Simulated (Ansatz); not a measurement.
Reaction (redistribution): `C[Si](C)(F)[SeH]` + `[SiH3]C(Cl)[TeH]` → `C[Si](F)(Cl)[SeH]` + `CC([SiH3])[TeH]`

Gas-phase electronic energies from Ansatz, PBE0-D4/def2-TZVP geometries. CCSD(T)/CBS adds triple-zeta CCSD(T) − MP2 to the extrapolated MP2 energy (def2 sets, frozen cores). DFT in def2-TZVPP. B3LYP here is the variant with VWN-RPA as its local correlation; programs differ in this. def2 core potentials past Kr. For Se, Te outer-core shells are correlated without core-valence functions, which leaves a few kJ/mol of doubt a bond. Scalar relativity is left out up to krypton. Each species was taken in one conformer, which may not be the lowest.

| level | ΔE (eV) |
| --- | --- |
| PBE-D4 | -1.25 |
| PBE0-D4 | -1.32 |
| B3LYP-D4 | -1.29 |
| SCS-MP2/def2-TZVPP | -1.35 |

**Question.** What does CCSD(T)/CBS give? (An estimate is asked.)

**Answer.** Ansatz gave: -1.33 eV. The listed levels differ from it by 0.08, 0.01, 0.04, -0.02 eV.

Largest T1 diagnostic among the species: 0.011.

From PBE to PBE0 (25 % exact exchange), in def2-TZVPP and without D4, ΔE moves by −0.06 eV.
